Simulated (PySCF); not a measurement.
A calculated (r2SCAN, PySCF 2.14, def2-SVP, the non-relativistic Hamiltonian (point nucleus)) atom or ion has these occupied shells.

| shell | electrons | orbital energy (eV) | rms radius, mean of both spins (bohr) |
| --- | --- | --- | --- |
| 1s | 2 | -1814.5 | 0.129 |
| 2s | 2 | -164.44 | 0.619 |
| 2p | 6 | -119.43 | 0.602 |
| 3s | 2 | -28.582 | 2.12 |

Question: Name the element and its charge.

Answer: Si²⁺ (silicon, charge +2), in [Ne] 3s2, closed-shell 1S.
